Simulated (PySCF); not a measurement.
SMILES [NH3]->[Cr+3](<-[NH3])(<-[NH3])(<-[NH3])(<-[NH3])<-[NH3] (H18CrN6 (cation, charge +3)), quartet, GFN2-xTB optimised geometry.

```
25

Cr     0.01     0.00     0.00
N      2.20     0.00     0.00
H      2.63     0.89    -0.27
H      2.61    -0.68    -0.65
H      2.63    -0.22     0.90
N      0.01     0.06     2.19
H      0.66     0.74     2.58
H      0.27    -0.82     2.65
H     -0.89     0.31     2.62
N     -0.05     2.19     0.00
H      0.82     2.65     0.27
H     -0.74     2.58     0.65
H     -0.30     2.62    -0.90
N      0.01    -2.19     0.06
H     -0.66    -2.58     0.73
H      0.90    -2.62     0.32
H     -0.24    -2.65    -0.82
N      0.07     0.00    -2.19
H      0.73     0.68    -2.58
H     -0.82     0.23    -2.65
H      0.35    -0.89    -2.62
N     -2.18    -0.06    -0.06
H     -2.63    -0.32     0.82
H     -2.55    -0.74    -0.73
H     -2.63     0.82    -0.32
```

Density from unrestricted PBE0/def2-SVP run with PySCF 2.14.0 at that geometry.

Minimum of the electron density along straight lines between bonded atoms, close to the bond critical point (lines longer than 1.1 times the sum of covalent radii, or with two minima, are not listed):

```csv
bond,length / Å,ρ at the minimum / e bohr⁻³,∇²ρ there / e bohr⁻⁵,position (fraction from the first atom)
Cr1–N2,2.191,0.062,0.23,0.48
N2–H3,1.025,0.323,-1.59,0.78
N2–H4,1.025,0.323,-1.59,0.78
N2–H5,1.025,0.322,-1.59,0.78
Cr1–N6,2.191,0.062,0.23,0.48
N6–H7,1.025,0.323,-1.59,0.78
N6–H8,1.025,0.322,-1.59,0.78
N6–H9,1.025,0.323,-1.59,0.78
Cr1–N10,2.191,0.062,0.23,0.48
N10–H11,1.025,0.323,-1.59,0.78
N10–H12,1.025,0.323,-1.59,0.78
N10–H13,1.025,0.322,-1.59,0.78
Cr1–N14,2.191,0.062,0.23,0.48
N14–H15,1.025,0.323,-1.59,0.78
N14–H16,1.025,0.322,-1.59,0.78
N14–H17,1.025,0.323,-1.59,0.78
Cr1–N18,2.191,0.062,0.23,0.48
N18–H19,1.025,0.323,-1.59,0.78
N18–H20,1.025,0.322,-1.59,0.78
N18–H21,1.025,0.323,-1.59,0.78
Cr1–N22,2.191,0.062,0.23,0.48
N22–H23,1.025,0.323,-1.59,0.78
N22–H24,1.025,0.323,-1.59,0.78
N22–H25,1.025,0.322,-1.59,0.78
```
